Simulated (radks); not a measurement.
Problem. Neutral ruthenium, 44 electrons, occupied as [Kr] 4d7 7d1 (not the ground configuration). Method: non-relativistic Kohn-Sham, TPSS, spin-polarised, spherical densities, point nucleus; open shells are filled with parallel spins first (spin-orbit coupling, left out, can overturn this in heavy ions); meta-GGA in the generalised Kohn-Sham scheme; relativity is left out, which matters for an element this heavy; computed with a radial shooting solver on a logarithmic mesh with Libxc functionals. Some entries of the table are withheld. Estimate them.

| orbital | occ. | eigenvalue (eV) | <1/r> (bohr^-1) | r(max) (bohr) |
|---|---|---|---|---|
| 1s down | 1 | -21362.47 | 43.50 | 0.02291 |
| 1s up | 1 | -21362.46 | 43.50 | 0.02291 |
| 2s up | 1 | -3020.908 | 9.844 | 0.1276 |
| 2s down | 1 | -3020.532 | 9.845 | 0.1276 |
| 2p up | 3 | -2793.204 | 9.836 | 0.1003 |
| 2p down | 3 | -2792.921 | 9.836 | 0.1003 |
| 3s up | 1 | -536.2439 | 3.452 | 0.3723 |
| 3s down | 1 | -536.0951 | 3.452 | 0.3724 |
| 3p up | 3 | -446.7547 | 3.361 | 0.3595 |
| 3p down | 3 | -446.5476 | 3.360 | 0.3596 |
| 3d up | 5 | -283.0188 | 3.191 | 0.3016 |
| 3d down | 5 | -282.6386 | 3.191 | 0.3017 |
| 4s up | 1 | (1) | 1.289 | 0.9425 |
| 4s down | 1 | (2) | 1.295 | 0.9391 |
| 4p up | 3 | -52.5085 | 1.173 | 0.9962 |
| 4p down | 3 | -50.3879 | 1.178 | 0.9913 |
| 4d up | 5 | -12.2558 | 0.8400 | 1.197 |
| 4d down | 2 | -10.1441 | 0.8273 | 1.199 |
| 7d up | 1 | -0.4264 | 0.04615 | 35.91 |

Solution. 
(1) 4s up eigenvalue (eV): -78.9134
(2) 4s down eigenvalue (eV): -76.9313
